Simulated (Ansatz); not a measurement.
Reaction: BH3S (SMILES SB) → BH2S (SMILES [BH]S, doublet) + H (doublet) (the B-H bond breaks)
Each species at its own B3LYP-D3(BJ)/def2-TZVP minimum (Ansatz, a program for electronic structure).

Wanted: bond dissociation energy (electronic), in kcal/mol. Open shells are spin-unrestricted; no spin-orbit coupling. CBS(X,Y): correlation extrapolated as X^-3, Hartree-Fock from the larger set (Q,5: extrapolated as (X+1)exp(-9√X)). A bracket is a step between two methods taken in the basis named. The functionals are non-relativistic, so their misses hold any scalar relativity. Double hybrids freeze cores in their MP2 part. '+ core + X2C': CCSD(T) terms for core correlation (cc-pwCVTZ, 1s frozen past Ne) and scalar relativity (cc-pVTZ-DK). Where a partner has so few electrons that a lower coupled-cluster level is exact, that level stands in.

CCSD(T)/CBS(cc-pV(Q+d)Z,cc-pV(5+d)Z) + [CCSDT(Q) - CCSD(T)]/cc-pV(T+d)Z + [CCSDTQ - CCSDT(Q)]/cc-pV(D+d)Z + core + X2C (Ansatz) gives 110.4 kcal/mol.

Q: What does PBE/def2-TZVPD (Ansatz) give here, and how do the other levels compare?

A: PBE gives 105.1 kcal/mol, 5.3 kcal/mol below it. Differences of the others: r2SCAN/def2-TZVPD (Ansatz) -5.7; B3LYP/def2-TZVPD (Ansatz) -1.4; B2PLYP/def2-TZVPD (Ansatz) -1.7; CCSD(T)/CBS(cc-pV(Q+d)Z,cc-pV(5+d)Z) + core + X2C (Ansatz) 0.1 kcal/mol. Nearer than PBE: B3LYP/def2-TZVPD, B2PLYP/def2-TZVPD, CCSD(T)/CBS(cc-pV(Q+d)Z,cc-pV(5+d)Z) + core + X2C.
